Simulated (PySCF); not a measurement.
H₆PSi₂ (SMILES [SiH3][P][SiH3]), doublet, at a GFN2-xTB geometry; MP2/STO-3G in PySCF.

PySCF was given this input:
```python
from pyscf import gto, scf, mp

mol = gto.M(
    atom='''
Si    1.71516953   -0.02407226    0.40586516
P    -0.01171265   -0.32688551   -0.96401839
Si   -1.70604912    0.27861140    0.34479646
H     2.90877293   -0.43611419   -0.32837985
H     1.82873691    1.38396675    0.79412636
H     1.57325971   -0.83041285    1.62069765
H    -1.80072187   -0.60210178    1.51167243
H    -2.91838096    0.16796599   -0.46241631
H    -1.54366261    1.65643084    0.81531288
''',
    basis='sto-3g',
    spin=1,
    verbose=4,
)

mf = scf.UHF(mol)
mf.kernel()

pt = mp.MP2(mf)
pt.kernel()
print('E(MP2) = %.10f' % pt.e_tot)
mf.analyze()
```

Task: Predict the main parts of the log of this PySCF run.

Result: 
```
PySCF version 2.14.0

[INPUT] verbose = 4
[INPUT] num. atoms = 9
[INPUT] num. electrons = 49
[INPUT] charge = 0
[INPUT] spin (= nelec alpha-beta = 2S) = 1
[INPUT] symmetry False subgroup None
[INPUT] Mole.unit = angstrom
[INPUT] Symbol           X                Y                Z      unit          X                Y                Z       unit  Magmom
[...]
nuclear repulsion = 189.64204084949
number of shells = 21
number of NR pGTOs = 99
number of NR cGTOs = 33
basis = sto-3g
ecp = {}

******** <class 'pyscf.scf.uhf.UHF'> ********
method = UHF
initial guess = minao
damping factor = 0
level_shift factor = 0
DIIS = <class 'pyscf.scf.diis.CDIIS'>
diis_start_cycle = 1
diis_space = 8
diis_damp = 0
SCF conv_tol = 1e-09
SCF conv_tol_grad = None
SCF max_cycles = 50
direct_scf = True
direct_scf_tol = 1e-13
number electrons alpha = 25  beta = 24
Set gradient conv threshold to 3.16228e-05
init E= -910.735734053223

cycle= 1 E= -911.581788056856  delta_E= -0.846  |g|= 0.144  |ddm|= 2.32
cycle= 2 E= -911.607529953919  delta_E= -0.0257  |g|= 0.0383  |ddm|= 0.321
cycle= 3 E= -911.60934358587  delta_E= -0.00181  |g|= 0.0117  |ddm|= 0.0902
cycle= 4 E= -911.609606299311  delta_E= -0.000263  |g|= 0.00476  |ddm|= 0.0352
cycle= 5 E= -911.609677838339  delta_E= -7.15e-05  |g|= 0.00224  |ddm|= 0.0221
cycle= 6 E= -911.609699220827  delta_E= -2.14e-05  |g|= 0.000541  |ddm|= 0.0179
cycle= 7 E= -911.609700264856  delta_E= -1.04e-06  |g|= 0.000164  |ddm|= 0.00426
cycle= 8 E= -911.609700335109  delta_E= -7.03e-08  |g|= 6.77e-05  |ddm|= 0.000799
cycle= 9 E= -911.609700348262  delta_E= -1.32e-08  |g|= 1.82e-05  |ddm|= 0.000335
cycle= 10 E= -911.609700349208  delta_E= -9.46e-10  |g|= 3.52e-06  |ddm|= 0.000101
Extra cycle  E= -911.609700349228  delta_E= -2.02e-11  |g|= 1.85e-06  |ddm|= 9.45e-06
converged SCF energy = -911.609700349228  <S^2> = 0.75919104  2S+1 = 2.00917

******** <class 'pyscf.mp.ump2.UMP2'> ********
nocc = (np.int64(25), np.int64(24)), nmo = (33, 33)
E(UMP2) = -911.71683680171  E_corr = -0.107136452481454
E(SCS-UMP2) = -911.73156095231  E_corr = -0.121860603081143
E_corr(same-spin) = -0.00773439218838586
E_corr(oppo-spin) = -0.0994020602930678
E(MP2) = -911.7168368017
**** SCF Summaries ****
Total Energy =                        -911.609700349228433
Nuclear Repulsion Energy =             189.642040849489888
One-electron Energy =                -1648.560351475130119
Two-electron Energy =                  547.308610276411855
[...]

 ** Mulliken spin pop alpha/beta on meta-lowdin orthogonal AOs **
 ** Mulliken Spin Density (per AO)  **
spin_pop of  0 Si 1s       -0.00000
spin_pop of  0 Si 2s        0.00000
spin_pop of  0 Si 3s       -0.01633
spin_pop of  0 Si 2px      -0.00001
spin_pop of  0 Si 2py       0.00000
spin_pop of  0 Si 2pz      -0.00000
spin_pop of  0 Si 3px      -0.03331
spin_pop of  0 Si 3py      -0.01084
spin_pop of  0 Si 3pz      -0.02148
spin_pop of  1 P 1s        0.00000
spin_pop of  1 P 2s        0.00032
spin_pop of  1 P 3s        0.02460
spin_pop of  1 P 2px       0.00001
spin_pop of  1 P 2py       0.00033
spin_pop of  1 P 2pz       0.00004
spin_pop of  1 P 3px       0.07018
spin_pop of  1 P 3py       0.86728
spin_pop of  1 P 3pz       0.13417
spin_pop of  2 Si 1s       -0.00000
spin_pop of  2 Si 2s        0.00000
spin_pop of  2 Si 3s       -0.01633
spin_pop of  2 Si 2px      -0.00001
spin_pop of  2 Si 2py       0.00000
spin_pop of  2 Si 2pz      -0.00000
spin_pop of  2 Si 3px      -0.03231
spin_pop of  2 Si 3py      -0.01307
spin_pop of  2 Si 3pz      -0.02024
spin_pop of  3 H 1s        0.00163
spin_pop of  4 H 1s        0.01653
spin_pop of  5 H 1s        0.01534
spin_pop of  6 H 1s        0.01653
spin_pop of  7 H 1s        0.00163
spin_pop of  8 H 1s        0.01534
 ** Mulliken Spin Density (per atom)  **
spin density of  0 Si =     -0.08197
spin density of  1 P =      1.09693
spin density of  2 Si =     -0.08197
spin density of  3 H =      0.00163
spin density of  4 H =      0.01653
spin density of  5 H =      0.01534
spin density of  6 H =      0.01653
spin density of  7 H =      0.00163
spin density of  8 H =      0.01534
 ** Mulliken pop alpha/beta on meta-lowdin orthogonal AOs **
 ** Mulliken pop       alpha | beta **
[...]
In total            25.00000 | 24.00000
 ** Mulliken atomic charges   ( Nelec_alpha | Nelec_beta ) **
charge of  0Si =      0.43110  (     6.74347      6.82543 )
charge of  1P =     -0.01400  (     8.05546      6.95853 )
charge of  2Si =      0.43110  (     6.74347      6.82543 )
charge of  3H =     -0.14091  (     0.57127      0.56964 )
charge of  4H =     -0.14150  (     0.57902      0.56249 )
charge of  5H =     -0.14169  (     0.57851      0.56318 )
charge of  6H =     -0.14150  (     0.57902      0.56249 )
charge of  7H =     -0.14091  (     0.57127      0.56964 )
charge of  8H =     -0.14169  (     0.57851      0.56318 )
Dipole moment(X, Y, Z, Debye):  0.00477,  0.13317,  0.39274
```
